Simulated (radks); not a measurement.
Values are calculated unless marked as measured or tabulated.
Neutral terbium, 65 electrons, occupied as [Xe] 4f9 6s2. Code: a radial shooting solver on a logarithmic mesh with Libxc functionals. Model: Dirac Kohn-Sham, PBE, spin-unpolarised, spherical densities, finite nucleus; open shells fill j = l - 1/2 first; Fermi nuclear charge, rms radius 5.06 fm.

Unscreened Slater integrals over Kohn-Sham orbitals (hartree). Large and small components are both included.

\begin{tabular}{lr}
integral & value \\ \hline
F0(4f7/2,4f7/2) & 1.0372 \\
F2(4f7/2,4f7/2) & 0.47427 \\
F4(4f7/2,4f7/2) & 0.29424 \\
F6(4f7/2,4f7/2) & 0.21079 \\
F0(4f7/2,4f5/2) & 1.0479 \\
F2(4f7/2,4f5/2) & 0.47997 \\
F4(4f7/2,4f5/2) & 0.29792 \\
G2(4f7/2,4f5/2) & 0.47891 \\
G4(4f7/2,4f5/2) & 0.29729 \\
G6(4f7/2,4f5/2) & 0.21302 \\
F0(4f7/2,6s1/2) & 0.28312 \\
G3(4f7/2,6s1/2) & 0.010236 \\
F0(4f7/2,5p3/2) & 0.66658 \\
F2(4f7/2,5p3/2) & 0.22995 \\
G2(4f7/2,5p3/2) & 0.12913 \\
G4(4f7/2,5p3/2) & 0.096819 \\
F0(4f5/2,4f5/2) & 1.0587 \\
F2(4f5/2,4f5/2) & 0.48586 \\
F4(4f5/2,4f5/2) & 0.30173 \\
F0(4f5/2,6s1/2) & 0.28350 \\
G3(4f5/2,6s1/2) & 0.0097094 \\
F0(4f5/2,5p3/2) & 0.66992 \\
F2(4f5/2,5p3/2) & 0.22852 \\
G2(4f5/2,5p3/2) & 0.12602 \\
G4(4f5/2,5p3/2) & 0.094914 \\
F0(6s1/2,6s1/2) & 0.21677 \\
F0(6s1/2,5p3/2) & 0.27295 \\
G1(6s1/2,5p3/2) & 0.019896 \\
F0(5p3/2,5p3/2) & 0.56104 \\
F2(5p3/2,5p3/2) & 0.30029 \\
\end{tabular}
